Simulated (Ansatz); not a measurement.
Consider the isomerisation: `FCS[SiH3]` → `C[SiH](F)S`.

Computed with Ansatz on PBE0-D4/def2-TZVP structures; ΔE is electronic, products minus reactants. CCSD(T)/CBS is the MP2 limit (def2-TZVPP, def2-QZVPP) plus CCSD(T) − MP2 in def2-TZVPP, frozen cores. DFT in def2-TZVPP. B3LYP here is the variant with VWN-RPA as its local correlation; programs differ in this. HSE06 is defined as in plane-wave codes. Each species was taken in one conformer, which may not be the lowest.

`FCS[SiH3]`:

Z-matrix (Å, degrees):
```
C
S 1 1.802
F 1 1.373 2 112.7
H 1 1.092 2 106.5 3 118.9
H 1 1.092 2 110.6 3 -121.1
Si 2 2.139 1 99.5 3 71.8
H 6 1.483 2 112.5 1 -73.7
H 6 1.487 2 108.8 1 47.4
H 6 1.483 2 105.6 1 166.5
```

`C[SiH](F)S`:

```xyz
9

C    -0.987   -0.079    0.605
Si    0.336   -0.344   -0.662
F    -0.117    0.414   -1.998
S     2.239    0.345   -0.014
H    -0.748   -0.617    1.525
H    -1.091    0.982    0.844
H    -1.949   -0.438    0.230
H     0.549   -1.767   -1.011
H     1.769    1.504    0.480
```

```
             level  ΔE (kJ/mol)  difference from CCSD(T)/CBS
       LDA (SPW92)       -274.8                         18.8
            PBE-D4       -270.8                         22.8
         revPBE-D4       -267.0                         26.6
           BLYP-D4       -273.3                         20.3
         r2SCAN-D4       -288.3                          5.3
            B97M-V       -293.3                          0.3
           PBE0-D4       -280.1                         13.5
          B3LYP-D4       -281.8                         11.8
        r2SCANh-D4       -290.3                          3.3
        r2SCAN0-D4       -292.8                          0.8
          HSE06-D4       -279.7                         13.9
          BHLYP-D4       -290.8                          2.8
      CAM-B3LYP-D4       -287.0                          6.6
           ωB97X-V       -281.1                         12.5
           ωB97M-V       -288.8                          4.8
            B2PLYP       -289.1                          4.5
          PBE-QIDH       -292.0                          1.6
               PBE       -270.7                         22.9
            revPBE       -268.4                         25.2
              BLYP       -273.5                         20.1
            r2SCAN       -288.3                          5.3
              PBE0       -280.0                         13.6
             B3LYP       -281.7                         11.9
           r2SCANh       -290.2                          3.4
           r2SCAN0       -292.7                          0.9
             HSE06       -279.6                         14.0
             BHLYP       -290.5                          3.1
         CAM-B3LYP       -286.8                          6.8
           LC-ωPBE       -287.8                          5.8
      MP2/def2-SVP       -278.4                         15.2
     CCSD/def2-SVP       -267.7                         25.9
     HF/def2-TZVPP       -289.5                          4.1
    MP2/def2-TZVPP       -300.6                         -7.0
SCS-MP2/def2-TZVPP       -292.5                          1.1
   CCSD/def2-TZVPP       -292.2                          1.4
CCSD(T)/def2-TZVPP       -289.8                          3.8
    MP2/def2-QZVPP       -303.5                         -9.9
SCS-MP2/def2-QZVPP       -295.7                         -2.1
     MP2/CBS(def2)       -304.4                        -10.8
    CCSD/CBS(def2)       -296.1                         -2.5
       CCSD(T)/CBS       -293.6                            0
```

Largest T1 diagnostic among the species: 0.012.

At CCSD(T), def2-SVP lies +28.8 kJ/mol from the extrapolated value and def2-TZVPP +3.9 kJ/mol. From PBE to PBE0 (25 % exact exchange), in def2-TZVPP and without D4, ΔE moves by −9.3 kJ/mol.
